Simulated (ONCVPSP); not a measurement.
**What one change does to a pseudopotential (nickel, ONCV)**

```
Element                 : Ni
Generator               : ONCVPSP 4.0.1
Type                    : optimised norm-conserving Vanderbilt (ONCV)
Functional              : PBE
Relativity              : fully relativistic
Frozen core             : [Ne]
Valence charge          : 18
Reference configuration : 3s2 3p6 3d8 4s1 (charge +1)
Partial waves           : 3s+4s: rc 1.20 bohr, ncon 3, nbas 8, qcut 11.6 1/bohr, 2 projectors; 3p: rc 1.20 bohr, ncon 4, nbas 7, qcut 13.4 1/bohr, 2 projectors, debl 3.6 Ha; 3d: rc 1.10 bohr, ncon 3, nbas 8, qcut 15.1 1/bohr, 1 projector
Local potential         : polynomial inside 0.80 bohr (lpopt 3, dvloc0 3 Ha)
Core correction         : none
```

Open shells are filled in proportion to 2j + 1.

Change: s: qcut 7.3; p: qcut 8.4; d: qcut 9.5.

Cutoffs: the cutoffs (Ha) at which the residual kinetic energy of the hardest occupied pseudo-wave falls to 1 and 0.1 mHa per electron; they do not see the model core or the augmentation charge, which bear on the density cutoff. Errors are all-electron minus pseudo energies relative to the spin-unpolarised reference configuration.

**Question.** How do hardness, ghosts and transferability respond?

**Answer.** The potential gets harder (82 Ha and 94 Ha → 197 Ha and 350 Ha); of the 4 tests that both files solve, the error grows in 3 and shrinks in 0 by more than 15 % and 0.3 meV (median size 1.1 → 4.4 meV); the range in which the d5/2 phases agree narrows (upper end 3.2 → 2.2); neither file shows a bound ghost.

```csv
quantity,base,changed
"cutoff, loose",82 Ha,197 Ha
"cutoff, tight",94 Ha,350 Ha
loose cutoff by channel,"s 42 Ha, p 46 Ha, d 82 Ha","s 14 Ha, p 36 Ha, d 197 Ha"
bound ghosts,none,none
GHOST(+) flags under 300 eV,none,none
"error for 3s2 3p6 3d8 4s2, meV [ΔE -9.32 eV]",+0.4,+0.6
"error for 3s2 3p6 3d8 4s0, meV [ΔE 17.35 eV]",+1.6,+2.2
"error for 3s2 3p6 3d7 4s0, meV [ΔE 54.82 eV]",-4.5,-33
"error for 3s2 3p6 3d8.5 4s1.5, meV [ΔE -10.51 eV]",-0.7,+6.5
s: phases at 1.22 bohr within 0.05 rad from the reference energy up to (Ha; the scan ends near 5),to the end of the scan,to the end of the scan
p3/2: phases at 1.22 bohr within 0.05 rad from the reference energy up to (Ha; the scan ends near 5),to the end of the scan,to the end of the scan
p1/2: phases at 1.22 bohr within 0.05 rad from the reference energy up to (Ha; the scan ends near 5),to the end of the scan,to the end of the scan
d5/2: phases at 1.12 bohr within 0.05 rad from the reference energy up to (Ha; the scan ends near 5),3.2,2.2
d3/2: phases at 1.12 bohr within 0.05 rad from the reference energy up to (Ha; the scan ends near 5),3.2,2.2
```
